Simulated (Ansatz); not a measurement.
AsFH₄O₂Si, SMILES [AsH2][Si](F)(O)O.

Geometry: ωB97X-D3(BJ)/def2-SVP. Other conformers were not sampled.

Two levels are set side by side: PBE/def2-SVPD (Ansatz, a first-principles code) and CAM-B3LYP/def2-SVPD (Ansatz). Energy differences of separate SCF runs at the same geometry; the states with an electron removed or added have multiplicity 2 and 2. Differences are taken from unrounded values.

| quantity | PBE |
|---|---|
| vertical ionisation energy (eV) | 9.83 |
| vertical singlet–triplet gap (eV) | 5.68 |

**Question.** These are the PBE values. What does CAM-B3LYP give? (Estimate from the structure and the level; the computed values follow.)

**Answer.** 
```json
[
 {"quantity": "vertical ionisation energy (eV)", "CAM-B3LYP": "10.17", "PBE minus CAM-B3LYP": "-0.33"},
 {"quantity": "vertical singlet–triplet gap (eV)", "CAM-B3LYP": "5.97", "PBE minus CAM-B3LYP": "-0.29"}
]
```
